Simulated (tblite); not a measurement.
Q: What does the GFN2-xTB structure of `CC(=O)/N=C(C)/C=C\C#N` look like in three dimensions?

A: 
```xyz
18
C7H8N2O angstrom
C     -2.2603    1.1182   -0.4459
C     -1.2437    0.3190   -1.2317
O     -1.3831   -0.0278   -2.3813
N     -0.0859    0.1868   -0.5376
C      0.5727   -0.7568   -0.0224
C      0.1340   -2.1880    0.0255
C      1.8471   -0.4237    0.6108
C      2.1709    0.8325    0.9447
C      1.3096    1.9321    0.7549
N      0.6675    2.8810    0.6827
H     -3.1472    1.2715   -1.0534
H     -1.8162    2.0754   -0.1797
H     -2.5211    0.5966    0.4725
H     -0.8254   -2.3114   -0.4704
H      0.8756   -2.8072   -0.4772
H      0.0575   -2.5246    1.0588
H      2.5230   -1.2390    0.8242
H      3.1162    1.0720    1.4138
```

Any rigid rotation of these coordinates is as good. Atoms count from 1 in this order. N4 (imine nitrogen) is bent (angle 136.7°). The C–N distances run from 1.148 Å (C9≡N10, drawn triple) to 1.356 Å (C2–N4, drawn single), a spread of 0.208 Å. Of the pairs four or more bonds apart, N4···C9 is among the closest relative to their van der Waals radii: 2.58 Å, 79 % of the sum of Bondi's values. The 5 C–C bonds span 1.339 Å (C7=C8, drawn double) to 1.513 Å (C1–C2, drawn single), a spread of 0.174 Å.

Bonds between heavy atoms (Å): C1–C2 1.513, C2=O3 1.209, C2–N4 1.356, N4=C5 1.261, C5–C6 1.498, C5–C7 1.461, C7=C8 1.339, C8–C9 1.410, C9≡N10 1.148.

Structure optimised with GFN2-xTB, isolated species.

Point group: C1 (no symmetry element, even within 0.4 Å). Its GFN2-xTB frequencies are all real (lowest 42 cm⁻¹). One conformer, not necessarily the lowest (C1–C2–N4–C5 115°, N4–C5–C7–C8 17°).

All values are computed, not measured.
